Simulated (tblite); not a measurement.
C₄H₁₂BN₂ (SMILES CN(C)[B]N(C)C), doublet, at a GFN2-xTB geometry; GFN1-xTB (tblite).

Input for tblite:
```
$ tblite run mol.xyz --method gfn1 --charge 0 --spin 1 --efield 0,0,0.1 --json tblite.json --no-restart

# file mol.xyz
19

C      1.47009147    -0.40656865     1.28585248
N      1.26136042    -0.05663410    -0.10647877
C      2.49137815    -0.14377334    -0.85921272
B      0.07121700     0.42701584    -0.67341478
N     -1.23083553     0.23966076    -0.18215891
C     -2.33700104     1.06941565    -0.60054862
C     -1.67784756    -0.83913310     0.67865071
H      2.33137516     0.14236037     1.68473616
H      0.59588885    -0.14256006     1.87303335
H      1.67410875    -1.47900765     1.40275190
H      2.30930218     0.12754764    -1.89662984
H      3.25763953     0.52708475    -0.44889109
H      2.89060709    -1.16486969    -0.82845373
H     -3.08887878     0.48480160    -1.14687929
H     -1.97679898     1.86613551    -1.24745894
H     -2.83141669     1.51977426     0.26876025
H     -0.88030407    -1.56278838     0.81634431
H     -2.53310294    -1.35191645     0.22276438
H     -1.99790538    -0.46247103     1.65900912
```

The log (banner, timings and long lists left out):

```
xTB calculator
 | screened Coulomb repulsion
 | Coulomb electrostatics
 |  * isotropic Klopman-Ohno-Mataga-Nishimoto electrostatics
 |  * onsite third-order electrostatics
 | DFT-D3(BJ) dispersion correction
 | Interactions (1)
 | [1] electric field

halogen bonding energy    0.0000000000000E+00 Eh
repulsion energy          2.8433040520659E-01 Eh
dispersion energy        -7.3073897033163E-03 Eh
interaction energy        0.0000000000000E+00 Eh
number of electrons       4.1000000000000E+01 e
integral cutoff           2.1261634374110E+01 bohr

------------------------------------------------------------
  cycle        total energy    energy error   density error
------------------------------------------------------------
      1     -22.59525237399  -2.2872275E+01   3.7024409E-01
      2     -22.66167745737  -6.6425083E-02   2.1365932E-01
      3     -22.66203328957  -3.5583219E-04   4.2951501E-02
      4     -22.66261667207  -5.8338250E-04   1.2187680E-03
      5     -22.66262357795  -6.9058791E-06   3.1227430E-04
      6     -22.66262390504  -3.2708372E-07   1.1531055E-04
      7     -22.66262396066  -5.5618234E-08   1.1104191E-05
------------------------------------------------------------

electronic energy        -2.2939646976158E+01 Eh
total energy             -2.2662623960655E+01 Eh

Post processing:
 | Mayer-Wiberg bond orders

[Info] JSON dump of results written to 'tblite.json'
```
